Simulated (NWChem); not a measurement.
System meant: CH3FGe, singlet; SMILES [CH3][Ge][F]

Input file for NWChem:

```
start job
memory heap 200 mb stack 900 mb global 1100 mb
geometry units angstroms noautosym nocenter noautoz
  Ge     0.444339     0.068653     0.000000
  F     -0.850758     1.267490     0.000000
  C     -0.768104    -1.501585     0.000000
  H     -0.229291    -2.460966     0.000000
  H     -1.424385    -1.451426    -0.886196
  H     -1.424385    -1.451426     0.886196
end
basis spherical
  Ge library 6-31g*
  F library 6-31g*
  C library 6-31g*
  H library 6-31g*
end
dft
  xc xtpss03 ctpss03
  iterations 150
end
property
  shielding 5 1 2 3 4 5
end
task dft property
```

End of the output:

```
 Vector   28  Occ=0.000000D+00  E= 5.003617D-02
              MO Center= -1.8D-01, -3.9D-01, -3.3D-10, r^2= 5.6D+00
   Bfn.  Coefficient  Atom+Function         Bfn.  Coefficient  Atom+Function
  ----- ------------  ---------------      ----- ------------  ---------------
    52      1.442731  3 C  s                 15      0.838715  1 Ge px
    14     -0.662506  1 Ge s                 16      0.513323  1 Ge py
    64     -0.324320  5 H  s                 66     -0.324320  6 H  s
    54      0.266282  3 C  py                62     -0.259605  4 H  s
    11      0.258108  1 Ge px                38      0.243670  2 F  s

 center of mass
 --------------
 x =   0.07639778 y =   0.10032025 z =   0.00000000

 moments of inertia (a.u.)
 ------------------
         248.388132021811          -0.404059107724           0.000000000000
          -0.404059107724         146.322949631080           0.000000000000
           0.000000000000           0.000000000000         383.405253994378

     Multipole analysis of the density
     ---------------------------------

     L   x y z        total         alpha         beta         nuclear
     -   - - -        -----         -----         ----         -------
     0   0 0 0     -0.000000    -25.000000    -25.000000     50.000000

     1   1 0 0      0.145598      1.135448      1.135448     -2.125297
     1   0 1 0     -0.664114      0.394563      0.394563     -1.453241
     1   0 0 1     -0.000000     -0.000000     -0.000000      0.000000

     2   2 0 0    -22.829823    -47.986741    -47.986741     73.143658
     2   1 1 0      0.598971     -4.861627     -4.861627     10.322226
     2   1 0 1     -0.000000     -0.000000     -0.000000      0.000000
     2   0 2 0    -22.596453    -79.876544    -79.876544    137.156635
     2   0 1 1     -0.000000     -0.000000     -0.000000      0.000000
     2   0 0 2    -19.481480    -12.545252    -12.545252      5.609023

          -----------------------------------------
          Chemical Shielding Tensors (GIAO, in ppm)
          -----------------------------------------

 ------------------------------------------------------------------------
  xtpss03: d2 not coded                    0
 ------------------------------------------------------------------------
 ------------------------------------------------------------------------
  current input line :
    24: task dft property
 ------------------------------------------------------------------------
 ------------------------------------------------------------------------
 This error has not yet been assigned to a category
 ------------------------------------------------------------------------
 For more information see the NWChem manual at https://nwchemgit.github.io

0: xtpss03: d2 not coded:Received an Error in Communication
```

Can this run be used? If not, why, and what is the fix?

The run crashed. Cause: this functional's second derivatives, which shieldings need, aren't coded here; the fix takes a hybrid GGA instead. This input runs:
```
start job
memory heap 200 mb stack 900 mb global 1100 mb
geometry units angstroms noautosym nocenter noautoz
  Ge     0.444339     0.068653     0.000000
  F     -0.850758     1.267490     0.000000
  C     -0.768104    -1.501585     0.000000
  H     -0.229291    -2.460966     0.000000
  H     -1.424385    -1.451426    -0.886196
  H     -1.424385    -1.451426     0.886196
end
basis spherical
  * library 6-31g*
end
dft
  xc pbe0
  iterations 150
end
property
  shielding 5 1 2 3 4 5
end
task dft property
```
It converges to -2216.07588 Ha (PBE0/6-31G* (spherical d), GIAO).
